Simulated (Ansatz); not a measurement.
TiFCl3 (TiCl₃F), 5 atoms. Hardware: 4 threads of Arm Neoverse V2 on a shared host.

Correlated methods freeze 21 core orbitals; core or outer-core shells of Ti are correlated, in sets that lack core-valence functions.

Task: How many basis functions does each of these Ansatz runs have, and roughly what does it cost? r2SCAN-D4/def2-TZVPD, charge -1 doublet at the geometry of the charge 0 singlet, energy, from earlier orbitals; PBE0-D4/def2-SVP, charge 0 singlet, energy, from earlier orbitals; PBE0-D4/def2-SVP, charge 1 doublet at the geometry of the charge 0 singlet, energy with a search over starts; PBE-QIDH/def2-TZVP, charge 0 singlet, energy, from earlier orbitals; r2SCAN-D4/def2-TZVPD, charge 0 singlet, energy, from earlier orbitals; PBE-D4/def2-SVP, charge 0 singlet, energy, from earlier orbitals; PBE-D4/def2-TZVPD, charge -1 doublet at the geometry of the charge 0 singlet, energy, from earlier orbitals; PBE0-D4/def2-SVP, charge 0 singlet, energy with a search over starts; revPBE-D4/def2-TZVP, charge 0 singlet, energy, from earlier orbitals; LC-ωPBE/def2-TZVP, charge 0 singlet, energy, from earlier orbitals; CCSD(T)/def2-TZVP, charge 0 singlet, energy, from earlier orbitals; PBE0-D4/def2-TZVP, charge 1 doublet at the geometry of the charge 0 singlet, energy, from earlier orbitals.

Result: Other jobs shared the machine, so times can vary by a factor of up to 3. A dash marks memory too small to be measured apart from the calling script's.

```csv
run,functions,fitting or Cholesky vectors,wall time,peak host memory (GiB)
"PBE-D4/def2-SVP, charge 0 singlet, energy, from earlier orbitals",99,1113,1 s,–
"PBE0-D4/def2-SVP, charge 0 singlet, energy, from earlier orbitals",99,950,1.6 s,–
"revPBE-D4/def2-TZVP, charge 0 singlet, energy, from earlier orbitals",187,1337,1.8 s,–
"PBE0-D4/def2-SVP, charge 0 singlet, energy with a search over starts",99,950,2.1 s,–
"LC-ωPBE/def2-TZVP, charge 0 singlet, energy, from earlier orbitals",187,1337,2.8 s,–
"PBE-QIDH/def2-TZVP, charge 0 singlet, energy, from earlier orbitals",187,1251,5 s,–
"PBE0-D4/def2-SVP, charge 1 doublet at the geometry of the charge 0 singlet, energy with a search over starts",99,950,5.5 s,–
"r2SCAN-D4/def2-TZVPD, charge 0 singlet, energy, from earlier orbitals",226,1463,7.5 s,–
"PBE0-D4/def2-TZVP, charge 1 doublet at the geometry of the charge 0 singlet, energy, from earlier orbitals",187,1426,8 s,0.81
"PBE-D4/def2-TZVPD, charge -1 doublet at the geometry of the charge 0 singlet, energy, from earlier orbitals",226,1463,14 s,0.77
"r2SCAN-D4/def2-TZVPD, charge -1 doublet at the geometry of the charge 0 singlet, energy, from earlier orbitals",226,1463,32 s,0.86
"CCSD(T)/def2-TZVP, charge 0 singlet, energy, from earlier orbitals",187,1251,74 s,2
```
